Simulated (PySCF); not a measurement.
# Electron correlation in Ni²⁺ (nickel, charge +2)

[Ar] 3d8, high-spin 3F determinant. Computed with PySCF 2.14 in dyall-av2z, with the non-relativistic Hamiltonian (point nucleus). Frozen: [Ar]; 8 electrons correlated; the 33 highest virtual orbitals of each spin left out.

| level | correlation energy (mhartree) |
| --- | --- |
| CCSD | -214.47 |
| (T) | -3.87 |
| CCSD(T) | -218.34 |

Diagnostics: T1 = 0.0074, D1 = 0.0107, largest double amplitude 0.018.

Question: Is a single reference adequate?

Answer: Yes: T1 lies below 0.03 and no double amplitude reaches 0.07.
